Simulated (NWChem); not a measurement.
System: SiH2O, singlet; SMILES O[SiH]

Input file for NWChem:

```
start job
memory heap 200 mb stack 900 mb global 1100 mb
geometry units angstroms noautosym nocenter noautoz
  Si     0.146437    -0.641242     0.000000
  H     -1.412173    -0.856142     0.000000
  O      0.140619     1.048875     0.000000
  H     -0.729962     1.489000     0.000000
end
basis spherical
  * library def2-svp
end
dft
  xc b3lyp
  iterations 150
  mulliken
end
task dft energy
esp
  recalculate
  probe 0.07
  range 0.3
  factor 1.0
  spacing 0.02
end
task esp
```

Output (shortened):

```
             Northwest Computational Chemistry Package (NWChem) 7.3.0
             --------------------------------------------------------

                             Geometry "geometry" -> ""
                             -------------------------

 Output coordinates in angstroms (scale by  1.889725989 to convert to a.u.)

  No.       Tag          Charge          X              Y              Z
 ---- ---------------- ---------- -------------- -------------- --------------
    1 Si                  14.0000     0.14643700    -0.64124200     0.00000000
    2 H                    1.0000    -1.41217300    -0.85614200     0.00000000
    3 O                    8.0000     0.14061900     1.04887500     0.00000000
    4 H                    1.0000    -0.72996200     1.48900000     0.00000000

 Effective nuclear repulsion energy (a.u.)      49.2709085322

                                 NWChem DFT Module
                                 -----------------

 Summary of "ao basis" -> "ao basis" (spherical)
 ------------------------------------------------------------------------------
       Tag                 Description            Shells   Functions and Types
 ---------------- ------------------------------  ------  ---------------------
 Si                         def2-svp                 8       18   4s3p1d
 H                          def2-svp                 3        5   2s1p
 O                          def2-svp                 6       14   3s2p1d

            General Information
            -------------------
          SCF calculation type: DFT
          Wavefunction type:  closed shell.
          No. of atoms     :     4
          No. of electrons :    24
           Alpha electrons :    12
            Beta electrons :    12
          Charge           :     0
          Spin multiplicity:     1
          Use of symmetry is: off; symmetry adaption is: off
          Maximum number of iterations: 150
          AO basis - number of functions:    42
                     number of shells:    20
          Convergence on energy requested:  1.00D-06
          Convergence on density requested:  1.00D-05
          Convergence on gradient requested:  5.00D-04

              XC Information
              --------------
                         B3LYP Method XC Potential
                     Hartree-Fock (Exact) Exchange  0.200
                        Slater Exchange Functional  0.800 local
                    Becke 1988 Exchange Functional  0.720 non-local
              Lee-Yang-Parr Correlation Functional  0.810
                  VWN I RPA Correlation Functional  0.190 local

             Grid Information
             ----------------
          Grid used for XC integration:  medium
          Radial quadrature: Mura-Knowles
          Angular quadrature: Lebedev.
          Tag              B.-S. Rad. Rad. Pts. Rad. Cut. Ang. Pts.
          ---              ---------- --------- --------- ---------
          Si                  1.10       88           8.0       590
          H                   0.35       45           8.0       434
          O                   0.60       49           8.0       434
          Grid pruning is: on
          Number of quadrature shells:   227
          Spatial weights used:  Erf1

      Superposition of Atomic Density Guess
      -------------------------------------

 Sum of atomic energies:        -364.42825622

      Non-variational initial energy
      ------------------------------

 Total energy =    -364.662604
 1-e energy   =    -602.208574
 2-e energy   =     188.275062
 HOMO         =      -0.228512
 LUMO         =      -0.047419

     ---------------------------------------------
      Total Density - Mulliken Population Analysis
     ---------------------------------------------

    Atom       Charge   Shell Charges
 -----------   ------   -------------------------------------------------------
    1 Si  14    13.32   2.00  1.99  1.21  0.63  5.93  0.70  0.73  0.12
    2 H    1     1.22   0.73  0.49  0.01
    3 O    8     8.81   1.99  1.11  0.64  3.08  1.98  0.00
    4 H    1     0.65   0.51  0.08  0.06

   convergence    iter        energy       DeltaE   RMS-Dens  Diis-err
 ---------------- ----- ----------------- --------- --------- ---------
 d= 0,ls=0.0,diis     1   -365.7169669291 -4.15D+02  2.47D-02  4.19D-01
 d= 0,ls=0.0,diis     2   -365.5894426521  1.28D-01  1.56D-02  1.66D+00
 d= 0,ls=0.0,diis     3   -365.7661245370 -1.77D-01  1.93D-03  1.38D-02
 d= 0,ls=0.0,diis     4   -365.7675167897 -1.39D-03  3.88D-04  2.45D-04
 d= 0,ls=0.0,diis     5   -365.7675466069 -2.98D-05  8.15D-05  4.40D-06
 d= 0,ls=0.0,diis     6   -365.7675473228 -7.16D-07  1.47D-05  2.44D-07
 d= 0,ls=0.0,diis     7   -365.7675473573 -3.45D-08  3.06D-06  2.97D-09

         Total DFT energy =     -365.767547357327
      One electron energy =     -603.659114275749
           Coulomb energy =      218.842457748013
    Exchange-Corr. energy =      -30.221799361779
 Nuclear repulsion energy =       49.270908532188

 Numeric. integr. density =       24.000002146810

                       DFT Final Molecular Orbital Analysis
                       ------------------------------------

 Vector   10  Occ=2.000000D+00  E=-3.543258D-01
              MO Center=  1.2D-01,  8.8D-01,  4.1D-10, r^2= 9.1D-01
   Bfn.  Coefficient  Atom+Function         Bfn.  Coefficient  Atom+Function
  ----- ------------  ---------------      ----- ------------  ---------------
    29      0.589484  3 O  pz                32      0.437281  3 O  pz
    13      0.155427  1 Si pz                10      0.133215  1 Si pz
     7     -0.077116  1 Si pz                15      0.066139  1 Si d -1
    42      0.025763  4 H  pz

 Vector   11  Occ=2.000000D+00  E=-3.430007D-01
              MO Center= -4.8D-02,  3.8D-01,  3.5D-10, r^2= 2.1D+00
   Bfn.  Coefficient  Atom+Function         Bfn.  Coefficient  Atom+Function
  ----- ------------  ---------------      ----- ------------  ---------------
    28      0.412160  3 O  py                27      0.327703  3 O  px
    31      0.287266  3 O  py                30      0.238697  3 O  px
    19      0.196893  2 H  s                  9     -0.193519  1 Si py
     3      0.188501  1 Si s                  4      0.158251  1 Si s
    20      0.116921  2 H  s                  2      0.115924  1 Si s

 Vector   12  Occ=2.000000D+00  E=-2.360699D-01
              MO Center=  1.3D-01, -8.3D-01,  2.2D-09, r^2= 2.4D+00
   Bfn.  Coefficient  Atom+Function         Bfn.  Coefficient  Atom+Function
  ----- ------------  ---------------      ----- ------------  ---------------
     3      0.420253  1 Si s                  4      0.366672  1 Si s
    20     -0.297486  2 H  s                 19     -0.291054  2 H  s
     8      0.286385  1 Si px                11      0.266465  1 Si px
     2      0.243665  1 Si s                 12     -0.168228  1 Si py
     5     -0.152376  1 Si px                26     -0.133766  3 O  s

 Vector   13  Occ=0.000000D+00  E=-7.968355D-02
              MO Center=  1.2D-01, -5.8D-01,  5.4D-09, r^2= 2.6D+00
   Bfn.  Coefficient  Atom+Function         Bfn.  Coefficient  Atom+Function
  ----- ------------  ---------------      ----- ------------  ---------------
    13      0.719258  1 Si pz                10      0.393499  1 Si pz
    32     -0.252914  3 O  pz                29     -0.249967  3 O  pz
     7     -0.209614  1 Si pz                15     -0.041226  1 Si d -1

 Vector   14  Occ=0.000000D+00  E= 9.151763D-03
              MO Center= -1.7D-01,  1.0D-01, -3.0D-10, r^2= 4.2D+00
   Bfn.  Coefficient  Atom+Function         Bfn.  Coefficient  Atom+Function
  ----- ------------  ---------------      ----- ------------  ---------------
    26      0.772817  3 O  s                 12     -0.677895  1 Si py
    39     -0.676834  4 H  s                 11     -0.494986  1 Si px
    20     -0.488083  2 H  s                  9     -0.201911  1 Si py
    25      0.165963  3 O  s                 38     -0.152565  4 H  s
    30     -0.151049  3 O  px                 8     -0.133791  1 Si px

[...]

                     NWChem Electrostatic Potential Fit Module
                     -----------------------------------------

 Atom parameters

 Number of atoms is                                    4
 Number of basis functions is                         42

 Grid parameters

 Maximum number of grid points is                  22694
 Number of grid points is                          22693
 Grid range                                     0.300000 nm
 Grid spacing                                   0.020000 nm
 Probe radius                                   0.070000 nm
 Atom radius factor                             1.000000

 Atomic radii

    1    0.100000
    8    0.136000
   14    0.187000
 FASTESP  F
  using M.O. file = ./job.movecs

    Atom              Coordinates                           Charge

                                                  ESP

    1 Si    0.014644   -0.064124    0.000000    0.124068
    2 H    -0.141217   -0.085614    0.000000   -0.055728
    3 O     0.014062    0.104888    0.000000   -0.437083
    4 H    -0.072996    0.148900    0.000000    0.368743
                                            ------------
                                                0.000000

 Dipole moment                                  0.455496

 Quadrupole moment Qxx                         -1.205737
                   Qyy                          1.898621
                   Qzz                         -0.692884

 RMS deviation kJ/mol                           0.198325

 RRMS %                                        61.823801
```

Level: B3LYP/def2-SVP. Low-valent species are run as closed-shell singlets; no triplet was tried in these runs. Geometry: optimised at PBE-D3(BJ)/def2-SVP. B3LYP is NWChem's, with the RPA form of VWN correlation.
